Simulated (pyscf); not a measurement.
**`[Cl][InH2]`, singlet**

Gas-phase minimum from PySCF at ωB97X-D3(BJ)/def2-SVP, one conformer. 

SMILES: [Cl][InH2]
```xyz
4

Cl     1.2731     2.2795    -0.6677
In     0.1755     0.2575    -0.1735
H      0.4692    -0.2956     1.4171
H     -0.7466    -0.3435    -1.4813
```
Charge 0, spin multiplicity 1.

Bond lengths (Å): Cl1–In2 2.353, In2–H3 1.709, In2–H4 1.709. Bond angles (°): Cl1–In2–H3 113.2, Cl1–In2–H4 113.1, H3–In2–H4 133.7.

Properties at ωB97X-D3(BJ)/def2-SVP:

```
Property                                                                                                                                            Result
---------------------------------------------------------------------------------------------------------------------  -----------------------------------
Harmonic wavenumbers, unscaled                                                                                         374, 427, 556, 615, 1886, 1888 cm⁻¹
Zero-point energy                                                                                                                             8.2 kcal/mol
Rotational symmetry number                                                                                                                               2
Entropy of this conformer at 298 K and 1 atm, rigid rotor and harmonic oscillator, modes under 100 cm⁻¹ raised to 100                      274.9 J/(mol K)
Dipole moment                                                                                                                                       2.83 D
```

Single-point totals, which compare only within one level (frozen core for MP2 and CC):

```json
[
 {"level": "ωB97X-D3(BJ)/def2-TZVP", "total energy (hartree)": "-651.66059"},
 {"level": "PBE/def2-TZVP", "total energy (hartree)": "-651.38499"},
 {"level": "r²SCAN/def2-TZVP", "total energy (hartree)": "-651.61760"},
 {"level": "B3LYP-D3(BJ)/def2-TZVP", "total energy (hartree)": "-651.66910"},
 {"level": "PBE0-D3(BJ)/def2-TZVP", "total energy (hartree)": "-651.42616"},
 {"level": "M06-2X/def2-TZVP", "total energy (hartree)": "-651.48749"},
 {"level": "ωB97M-D3(BJ)/def2-TZVP", "total energy (hartree)": "-651.65720"},
 {"level": "HF/def2-TZVPP", "total energy (hartree)": "-649.92254"},
 {"level": "MP2/def2-TZVPP", "total energy (hartree)": "-650.40130"},
 {"level": "CCSD/def2-TZVPP", "total energy (hartree)": "-650.42294"},
 {"level": "CCSD(T)/def2-TZVPP", "total energy (hartree)": "-650.43926"}
]
```

The CCSD(T) − MP2 part came from Ansatz, without density fitting, on the same reference. The frozen core leaves the outer d or s,p core shells of the metals and heavy elements correlated in the MP2 and CC values, and def2-TZVPP describes them poorly, so these totals are far from the basis limit. Elements past Kr carry the def2 core potentials, without spin-orbit coupling.
